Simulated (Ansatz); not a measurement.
Consider the redistribution: `FC([SiH3])[SeH]` + `F[Si]1(F)CO1` → `F[Si]1([SeH])CO1` + `FC(F)[SiH3]`.

Program: Ansatz. Geometries: PBE0-D4/def2-TZVP. ΔE: electronic, gas phase. CCSD(T)/CBS adds triple-zeta CCSD(T) − MP2 to the extrapolated MP2 energy (def2 sets, frozen cores). DFT in def2-TZVPP. For Se outer-core shells are correlated without core-valence functions, which leaves a few kJ/mol of doubt a bond. Scalar relativity is left out up to krypton. One conformer a species, not always the lowest.

| level | ΔE (kJ/mol) | difference from CCSD(T)/CBS |
| --- | --- | --- |
| PBE-D4 | 83.5 | -20.8 |
| PBE | 82.5 | -21.8 |
| r2SCAN | 92.9 | -11.4 |
| MP2/def2-TZVPP | 109.6 | 5.3 |
| SCS-MP2/def2-TZVPP | 107.4 | 3.1 |
| CCSD(T)/def2-TZVPP | 103.1 | -1.2 |
| HF/def2-QZVPP | 97.5 | -6.8 |
| MP2/def2-QZVPP | 111.2 | 6.9 |
| SCS-MP2/def2-QZVPP | 109.2 | 4.9 |
| CCSD/CBS(def2) | 104.5 | 0.2 |
| CCSD(T)/CBS | 104.3 | 0 |

Largest T1 diagnostic among the species: 0.013.

In def2-TZVPP, CCSD(T) changes the Hartree–Fock value by +8.0 kJ/mol (the triples alone add −0.3 kJ/mol) and MP2 by +14.5 kJ/mol. From PBE to PBE0 (25 % exact exchange), in def2-TZVPP and without D4, ΔE moves by +3.7 kJ/mol.
